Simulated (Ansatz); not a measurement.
Consider the hydrogenolysis of a Ga–C bond: `[CH3][Ga]([CH3])[F]` + H₂ → `[CH3][GaH][F]` + CH₄.

Gas-phase electronic energies from Ansatz, PBE0-D4/def2-TZVP geometries. CBS: MP2 limit from def2 TZ/QZ plus the TZ coupled-cluster correction, frozen cores. This one scheme is used for every species. DFT in def2-TZVPP. HSE06 is defined as in plane-wave codes. For Ga outer-core shells are correlated without core-valence functions, which leaves a few kJ/mol of doubt a bond. Scalar relativity is left out up to krypton.

| level | ΔE (kcal/mol) |
| --- | --- |
| LDA (SPW92) | -6.7 |
| HSE06-D4 | -7.3 |
| r2SCAN | -7.2 |
| PBE0 | -8.1 |
| BHLYP | -10.1 |
| CCSD/def2-SVP | -10.1 |
| SCS-MP2/def2-TZVPP | -6.8 |
| MP2/CBS(def2) | -4.5 |

Question: What does CCSD(T)/CBS give? (An estimate is asked.)

Answer: Computed: -5.8 kcal/mol. The listed levels differ from it by -0.9, -1.5, -1.4, -2.3, -4.3, -4.3, -1.0, 1.3 kcal/mol.

Largest T1 diagnostic among the species: 0.013.

From BLYP to BHLYP (50 % exact exchange), in def2-TZVPP and without D4, ΔE moves by −1.4 kcal/mol. At CCSD(T), def2-SVP lies −3.6 kcal/mol from the extrapolated value and def2-TZVPP −0.8 kcal/mol. Leaving LDA and LC-ωPBE aside and taking each functional with its dispersion term where it has one, the values, not all of them listed here, spread over 4.6 kcal/mol, from B97M-V to revPBE-D4. LDA lies +0.7 kcal/mol from PBE without D4.
